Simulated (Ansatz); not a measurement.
H12N2OSi4, SMILES [SiH3]N[SiH](O[SiH3])N[SiH3].

The structure is a stationary point at B3LYP-D3(BJ)/def2-SVP. One conformer was computed; it need not be the lowest.

Two levels are set side by side: PBE/def2-SVPD (Ansatz, a quantum-chemistry and plane-wave program) and CAM-B3LYP/def2-SVPD (Ansatz). Energy differences of separate SCF runs at the same geometry; the states with an electron removed or added have multiplicity 2 and 2. Differences are taken from unrounded values.

```csv
quantity,CAM-B3LYP,PBE,PBE minus CAM-B3LYP
vertical ionisation energy (eV),9.54,8.72,-0.82
vertical singlet–triplet gap (eV),6.42,5.46,-0.96
```
